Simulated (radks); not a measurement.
Initial-state core-level shifts of neutral cadmium when its valence configuration changes from [Kr] 4d10 5s2. Method: scalar-relativistic Kohn-Sham, PBE, spin-polarised, spherical densities, point nucleus; open shells are filled with parallel spins first (spin-orbit coupling, left out, can overturn this in heavy ions); computed with a radial shooting solver on a logarithmic mesh with Libxc functionals. Shifts are changes of the shell-averaged eigenvalues in eV (positive: less bound).

valence                1s       2s       3s       3d
4d10 5p2           -3.396   -3.299   -3.348   -3.337
4d10 5s1 5p1       -1.734   -1.687   -1.712   -1.707
4d9 5s1 5p2        -8.058   -8.287   -8.197   -8.221
4d8 5s2 5p2       -13.581  -14.176  -13.878  -13.946
4d8 5s1 5p3       -14.587  -15.171  -14.895  -14.960
4d10 5s1.5 5p0.5   -0.973   -0.948   -0.959   -0.957
4d9 5s2 5p1        -6.816   -7.073   -6.959   -6.987
4d7 5s1 5p4       -21.950  -22.940  -22.400  -22.518
4d9.5 5s2 5p0.5    -3.447   -3.565   -3.516   -3.529
